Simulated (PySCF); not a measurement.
## Basis-set dependence of the ionisation energy of Tm⁺

Tm⁺ [Xe] 4f13 6s1 (3F) → Tm²⁺ [Xe] 4f13 (2F). All values are computed (PySCF 2.14, energy differences of UHF-based or UKS calculations, no spin-orbit coupling). Values in eV.

```tsv
basis	Hamiltonian	functions	UHF	r2SCAN	PBE0	MP2 (valence)
cc-pVDZ-X2C	spin-free X2C	84	11.155	12.030	12.023	11.930
ANO-RCC-VTZP	spin-free X2C	104	11.157	11.987	12.042	12.049
x2c-TZVPPall	spin-free X2C	113	11.146	11.900	11.988	12.050
cc-pwCVTZ-X2C	spin-free X2C	186	11.162	12.012	12.041	12.103
cc-pwCVTZ-X2C with one added diffuse shell of g type	spin-free X2C	195	11.162	12.012	12.041	12.103
```

Frozen in the all-electron rows: valence: [Kr] 4d10.

Between the lowest levels the reference is 12.065 ± 0.02 eV (semi-empirical (NIST evaluation); NIST Atomic Spectra Database, ionization energies); it includes spin-orbit coupling, which these numbers lack.
